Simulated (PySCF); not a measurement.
# What a mistake does to a calculation on Al2GeH5N

Calculated results; nothing here was measured. They come from PySCF 2.14.0, an open-source quantum chemistry program, on an isolated molecule that a program drew, which may never have been made. The molecule is Al2GeH5N (charge 0, singlet), drawn as the SMILES string `[Al][NH][AlH][GeH3]`.

Each row is a Hartree-Fock (HF) and frozen-core CCSD(T) single point in the cc-pV(D+d)Z basis, meant for a local HF minimum. Run 1 is clean. Each other run has one planted mistake out of seven kinds, and not every kind appears here: one electron removed, one electron added, multiplicity raised by two, geometry at a saddle point, minimal basis STO-3G, one bond length entered in bohr, all coordinates scaled. The reference is restricted for singlets and unrestricted otherwise, and also for a bond in bohr. Adding or removing an electron swaps singlet and doublet. Electrons count all cores. HOMO and LUMO are orbital energies over both spins, the gradient is its largest component, and the lowest frequency (negative if imaginary) is given only where the gradient is small. Bond lengths are over the 8 bonds as drawn. T1 is the CCSD diagnostic: over 0.02 (restricted) or 0.045 (unrestricted) a single reference is doubtful. Germanium has the cc-pVDZ-PP basis, with a core potential (ECP10MDF) in place of its 10 inner electrons, and its 3s, 3p and 3d shells are frozen in CCSD(T).

Geometry of the clean run:
```xyz
9
Al2GeH5N, angstrom
Al   -3.3080    0.3607    0.1840
N    -2.1315   -0.8857    0.7842
Al   -0.4633   -0.8203    1.4229
Ge    0.7073    1.3878    1.6202
H    -2.4948   -1.8329    0.7534
H     0.2545   -2.1626    1.8562
H     1.9997    1.4261    0.7860
H    -0.1589    2.5705    1.1493
H     1.1167    1.6897    3.0725
```

```
run  electrons  basis functions  <S^2>  HOMO (eV)  LUMO (eV)  gradient (hartree/bohr)  lowest frequency (cm^-1)  mean bond (Å)  longest bond (Å)      T1  HF (hartree)  CCSD(T) (hartree)                          mistake
  1         70              108  0.000      -8.21       1.39                  1.4e-05                        44         1.6657             2.507  0.0154    -834.63038         -835.07765                         no fault
  2         70              108  0.879      -8.17       0.68                  6.4e-03                         -         1.8368             2.908  0.0389    -834.53583         -834.96809  one bond length entered in bohr
  3         70              108  0.000      -8.00       1.56                  7.1e-02                         -         1.5541             2.339  0.0138    -834.58923         -835.02990                                ?
  4         69              108  0.759     -13.44      -6.59                  4.4e-02                         -         1.6657             2.507  0.0202    -834.35999         -834.77428                                ?
```

**Which mistake was planted in run 3, and what did it cost?**

The mean and the longest bond both change by the same factor, 0.933, and the gradient is no longer small. So the mistake is: all coordinates scaled. Subtracting run 1 and multiplying by 627.51 kcal/mol a hartree, the energy moved by 25.8 kcal/mol in HF and 30.0 kcal/mol in CCSD(T).

**Which mistake was planted in run 4, and what did it cost?**

It counts 69 electrons, one fewer than the clean run, at the same geometry and basis. So the mistake is: one electron removed. Subtracting run 1 and multiplying by 627.51 kcal/mol a hartree, the energy moved by 169.7 kcal/mol in HF and 190.4 kcal/mol in CCSD(T).

